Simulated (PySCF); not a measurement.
Species: C5H5N2S (charge -1).
Cartesian coordinates in Å at the GFN2-xTB level; atoms count from 1:
```xyz
13
C5H5N2S angstrom
C     -2.0003    0.2616   -0.5697
C     -1.0611   -0.1796    0.5147
S     -1.6996   -0.7464    1.9459
C      0.3083   -0.1018    0.2620
C      1.4086   -0.4643    1.0769
N      2.5419   -0.2252    0.4328
C      2.1221    0.2795   -0.7579
N      0.8283    0.3794   -0.9270
H     -1.6882    1.2308   -0.9555
H     -1.9567   -0.4484   -1.3966
H     -3.0217    0.3140   -0.1961
H      1.3840   -0.8773    2.0694
H      2.8299    0.5780   -1.5166
```

Computed, not measured: TDDFT wB97X-D/def2-SVPD, vertical, gas phase, core orbitals frozen in the response in PySCF 2.14.0, density-fitted response routines.

Computed states:

```csv
state,E (eV),f
S1,2.81,0.0000
S2,3.61,0.370
S3,4.55,0.0017
S4,4.86,0.064
S5,5.23,0.0001
S6,5.30,0.066
S7,5.53,0.022
S8,5.64,0.028
```

Each state is given a Gaussian of 0.25 eV full width at half maximum, with ε(max) = 2.175×10⁸ f / Δν̃ (Δν̃ the width in cm⁻¹). The width is an assumption, not a result. The curve ends short of the highest state used, and states not computed would add to its high-energy end.

(1) Give the broadened spectrum and its maxima.

(2) On this curve, what absorbance would a 10⁻⁴ mol/L sample give at 254 nm over a 1 cm path?

(3) Does any computed singlet lie in the visible range?

(4) Coming from long wavelengths, where does ε first pass 100 L mol⁻¹ cm⁻¹?

## Answers

(1) 
E (eV), ε (L mol⁻¹ cm⁻¹) and a bar:
```
     2.44          0 
     2.55          0 
     2.66          1 
     2.78          2 
     2.89          2 
     3.00          0 
     3.12          1 
     3.23         59 
     3.34       1458 #
     3.45      12249 ##########
     3.57      36713 ##############################
     3.68      32687 ###########################
     3.79       9947 ########
     3.91        799 #
     4.02         26 
     4.13          0 
     4.25          4 
     4.36         38 
     4.47        148 
     4.58        398 
     4.70       2338 ##
     4.81       6229 #####
     4.92       5835 #####
     5.04       1990 ##
```

Maxima: 343 nm (3.61 eV), ε about 40000, made up of S2 (100%); 255 nm (4.86 eV), ε about 6900, made up of S4 (100%) (ε in L mol⁻¹ cm⁻¹; maxima over ε = 5, shares over 10%).

(2) 254 nm is 4.881 eV, where ε is about 6700 L mol⁻¹ cm⁻¹, so A = ε c l ≈ 0.67 (Beer–Lambert, with the gas-phase spectrum and the assumed width).

(3) S1 lies in the visible range (380 to 750 nm), at 441 nm, dark in the vertical dipole picture (f under 0.0005); light of that wavelength is blue, and its complementary colour is yellow; a Tamm–Dancoff triplet lies at 563 nm, without intensity as long as spin–orbit coupling is left out.

(4) At about 382 nm (3.25 eV), 0.43 eV above S1.

No detachment energy is given for this anion; states above it aren't bound, and a finite basis only mimics them.

One conformer stands for the species.
